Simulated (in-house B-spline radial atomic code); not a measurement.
Inner levels of tin as electrons are removed. A shift is the extra binding of the orbital against the neutral atom ([Kr] 4d10 5s2 5p1/2(2)). The density at the nucleus is averaged over the nuclear charge. Computed with a B-spline radial code for spherical atoms: Dirac-Hartree-Fock, jj configuration that fills j = l - 1/2 first, finite nuclei.

A number in brackets counts the electrons of a j subshell.

| ion | configuration | shift of 1s1/2 (eV) | radius of 1s1/2 (bohr) | Σ<r²> (bohr²) | change of density at nucleus (bohr⁻³) |
| --- | --- | --- | --- | --- | --- |
| Sn33+ | [Ne] 3s2 3p1/2(2) 3p3/2(3) | 1761.02 | 0.029047 | 0.85154 | 595.31 |
| Sn34+ | [Ne] 3s2 3p1/2(2) 3p3/2(2) | 1874.66 | 0.029043 | 0.73755 | 736.08 |
| Sn35+ | [Ne] 3s2 3p1/2(2) 3p3/2(1) | 1990.15 | 0.029038 | 0.62696 | 880 |
| Sn36+ | [Ne] 3s2 3p1/2(2) | 2107.48 | 0.029034 | 0.51965 | 1027.08 |
| Sn37+ | [Ne] 3s2 3p1/2(1) | ? | ? | ? | ? |
| Sn38+ | [Ne] 3s2 | 2356.36 | 0.029024 | 0.3234 | 1219.76 |
| Sn39+ | [Ne] 3s1 | 2473.39 | 0.029022 | 0.22087 | -1141.65 |
| Sn40+ | [He] 2s2 2p6 | 2591.92 | 0.02902 | 0.12084 | -3576.06 |
| Sn41+ | [He] 2s2 2p1/2(2) 2p3/2(3) | 2877.96 | 0.028998 | 0.10481 | -3167.26 |
| Sn42+ | [He] 2s2 2p1/2(2) 2p3/2(2) | 3168.36 | 0.028976 | 0.089372 | -2750.17 |
| Sn43+ | [He] 2s2 2p1/2(2) 2p3/2(1) | 3463.09 | 0.028953 | 0.074489 | -2324.75 |
| Sn44+ | [He] 2s2 2p1/2(2) | ? | ? | ? | ? |
| Sn45+ | [He] 2s2 2p1/2(1) | 4082.82 | 0.028901 | 0.047273 | -1654.32 |
| Sn46+ | [He] 2s2 | 4408.47 | 0.028872 | 0.034898 | -1419.86 |
| Sn47+ | [He] 2s1 | 4685.85 | 0.028868 | 0.018376 | -11751.5 |
| Sn48+ | 1s2 | ? | ? | ? | ? |
| Sn49+ | 1s1 | 5856.9 | 0.028623 | 0.0011055 | -101688 |

Question: Fill in the row of Sn37+.

Answer: shift of 1s1/2 (eV): 2230.91; radius of 1s1/2 (bohr): 0.029029; Σ<r²> (bohr²): 0.42; change of density at nucleus (bohr⁻³): 1122.9.

Question: Fill in the row of Sn44+.

Answer: shift of 1s1/2 (eV): 3762.16; radius of 1s1/2 (bohr): 0.02893; Σ<r²> (bohr²): 0.060141; change of density at nucleus (bohr⁻³): -1890.94.

Question: Fill in the row of Sn48+.

Answer: shift of 1s1/2 (eV): 4966.14; radius of 1s1/2 (bohr): 0.028854; Σ<r²> (bohr²): 0.0022488; change of density at nucleus (bohr⁻³): -22363.2.
